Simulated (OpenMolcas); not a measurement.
# Cr III: effect of the IPEA shift

```
Program             : OpenMolcas
Basis               : ANO-RCC-VTZP [6s5p3d2f1g]
Scalar Hamiltonian  : DKH2, point nucleus
Active space        : 4 electrons in 6 orbitals (3d 4s)
State averaging     : 2S+1 = 5 even, 15 roots; 2S+1 = 3 even, 90 roots; 2S+1 = 1 even, 77 roots
Spin-orbit coupling : state interaction with AMFI integrals over the reference wave functions, term energies averaged over their components
```

Methods on the same reference wave functions:
A. CASSCF
B. MS-CASPT2, IPEA 0 Eh, imaginary shift 0.1 Eh (closed shells correlated: 3s 3p)
C. MS-CASPT2, IPEA 0.25 Eh, imaginary shift 0.1 Eh (closed shells correlated: 3s 3p)

Energies in cm⁻¹ above 3d⁴ ⁵D₀, the measured ground level; measured values from Sugar and Corliss, J. Phys. Chem. Ref. Data 6, 317 (1977).

| Level | A | B | C | Measured |
| --- | --- | --- | --- | --- |
| 3d⁴ ⁵D₀ | 0.0 | 0.0 | 0.0 | 0.0 |
| 3d⁴ ⁵D₁ | 70.1 | 71.1 | 70.8 | 62.2 |
| 3d⁴ ⁵D₂ | 208 | 210 | 209 | 183 |
| 3d⁴ ⁵D₃ | 408 | 411 | 410 | 357 |
| 3d⁴ ⁵D₄ | 667 | 669 | 668 | 576 |
| 3d⁴ ³H₄ | 17828 | 17270 | 17780 | 17274 |
| 3d⁴ ³H₅ | 17970 | 17420 | 17930 | 17397 |
| 3d⁴ ³H₆ | 18128 | 17590 | 18100 | 17531 |
| 3d⁴ ³P₀(1) | 19536 | 16230 | 17050 | 16771 |
| 3d⁴ ³P₁(1) | 19941 | 16640 | 17460 | 17169 |
| 3d⁴ ³P₂(1) | 20680 | 17380 | 18200 | 17851 |
| 3d⁴ ³F₂(1) | 20910 | 18110 | 18940 | 18452 |
| 3d⁴ ³F₃(1) | 20967 | 18170 | 19000 | 18511 |
| 3d⁴ ³F₄(1) | 21048 | 18260 | 19090 | 18583 |
| 3d⁴ ³G₃ | 23256 | 20710 | 21340 | 20704 |
| 3d⁴ ³G₄ | 23425 | 20880 | 21510 | 20853 |
| 3d⁴ ³G₅ | 23583 | 21050 | 21680 | 20996 |
| 3d⁴ ¹I₆ | 26661 | 26350 | 26600 | 26015 |
| 3d⁴ ¹G₄(1) | 28295 | 25560 | 26100 | 25139 |
| 3d⁴ ³D₃ | 30930 | 25520 | 26380 | 25726 |
| 3d⁴ ³D₂ | 30983 | 25580 | 26440 | 25781 |
| 3d⁴ ³D₁ | 31046 | 25640 | 26500 | 25848 |
| 3d⁴ ¹S₀ | 33561 | 26950 | 28090 | 27372 |
| 3d⁴ ¹D₂(1) | 36181 | 32840 | 33160 | 32152 |

Deviations, from unrounded energies. A percentage is the sum of absolute deviations over the sum of measured energies, with the sign that they share, or ± where signs differ.

```csv
Against measurement,Levels,A,B,C
mean absolute deviation (cm-1),23,2400,230,500
fine structure of the ground term (%),4,+14.9,+15.5,+15.3
other terms of the ground configuration (%),19,+13.4,±1.3,+2.7
```

B lies closest to measurement on these levels and A furthest from it. The largest miss of B in the table is 3d⁴ ¹D₂(1), by +690 cm-1. The ranking rests on the paired levels alone, and a cruder setting can come out closer through cancelling errors.

Between B and C the level of the table that moves most is 3d⁴ ¹S₀, by 1100 cm-1 (lowest in B, highest in C). Moves below CASPT2's spread within the term are not significant.

From A to B the spin-free energies of the other terms of 3d⁴ shown, above ⁵D, scale by factors of 0.80 to 0.99.

The lowest spin-free term lies below A's lowest term by 0.407 hartree in B, 0.398 hartree in C.

CASPT2 breaks the degeneracy within a term, and the mean is taken; among the terms shown or strongly mixed into the levels shown the widest spread is 230 cm-1 (3d⁴ ¹I, B). Without dynamic correlation excited terms often stand tens of per cent too high (terms of higher spin than the ground term too low), and those without a measured partner can miss by more than the paired ones (holds for A). Blocks of more than 70 roots (2S+1 = 3 even, 1 even) ran without multistate coupling (holds for B; C). Configurations are named by rounded mean occupations; where the s occupation lies near a half they are strongly mixed, a name can repeat and a true partner stay unpaired (holds for B; C). The CASPT2 spread within a term exceeds the gap to the next term for 3d⁴ ¹G(1) and 3d⁴ ³D, so the order of their levels is uncertain (holds for B). Measured partners are found by configuration, term and J. A level has none where our copy of the source lacks it or the pairing is in doubt (some pairs that miss far off the trend of their configuration count as doubtful), and it then counts in no deviation. Levels of configurations outside the active space are missing. Levels that lie high or do not pair safely by name in every column are left out.

A number in round brackets counts repeated terms of one configuration in the order of the reference energies.
